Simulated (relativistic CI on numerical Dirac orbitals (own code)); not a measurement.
# Co4+: 3d valence photoemission

Computed with this model: Dirac-Coulomb-Breit CI, orbitals from a KLI potential per configuration, a model potential for QED, valence Slater integrals scaled by 0.9, multiplet model of photoemission in the sudden approximation; configurations [Ar] 3d5 → [Ar] 3d4; 300 K; Lorentzian 0.42 eV and Gaussian 0.5 eV FWHM. Energies are those of the free ion, without screening or charge transfer. The energies are binding energies and can lie tens of eV above those of solids. S is read from ⟨S²⟩ = S(S + 1).

Field parameters in Wybourne normalisation: D4h B²₀ = −7Ds, B⁴₀ = 21(Dq − Dt), B⁴₄ = 21√(5/14) Dq; Oh B⁴₀ = 21Dq, B⁴₄ = √(5/14) B⁴₀. The field is a parameter set, without covalency.

free ion: ground-state S = 2.50, centroid 78.25 eV. Peaks (eV, height): 78.3 (100).

D4h, 10Dq = 25250, Ds = 1170, Dt = -20 cm⁻¹: ground-state S = 2.50, centroid 78.25 eV. Peaks (eV, height): 76.4 (56), 79.6 (100).

D4h, 10Dq = 36900, Ds = 2860, Dt = 120 cm⁻¹: ground-state S = 0.51, centroid 77.32 eV. Peaks (eV, height): 76.3 (100), 78.1 (60).

Oh, 10Dq = 31850 cm⁻¹: ground-state S = 2.26, centroid 78.04 eV. Peaks (eV, height): 75.9 (88), 77.9 (14), 79.8 (100).

Oh, 10Dq = 18400 cm⁻¹: ground-state S = 2.50, centroid 78.25 eV. Peaks (eV, height): 76.9 (68), 79.2 (100).

Oh, 10Dq = 39450 cm⁻¹: ground-state S = 0.51, centroid 77.38 eV. Peaks (eV, height): 76.2 (100), 78.3 (49), 80.2 (10).

Strongest unbroadened transitions for D4h, 10Dq = 36900, Ds = 2860, Dt = 120 cm⁻¹:

```tsv
Energy (eV)	Relative strength
76.19	38.1
76.20	36.0
76.26	66.0
76.30	25.0
76.36	51.3
76.41	36.9
76.42	40.9
76.43	15.4
77.24	3.0
77.96	89.8
78.23	100.0
80.57	9.4
82.53	1.5
82.72	0.8
82.96	0.8
83.68	0.9
84.96	3.2
85.69	3.5
```
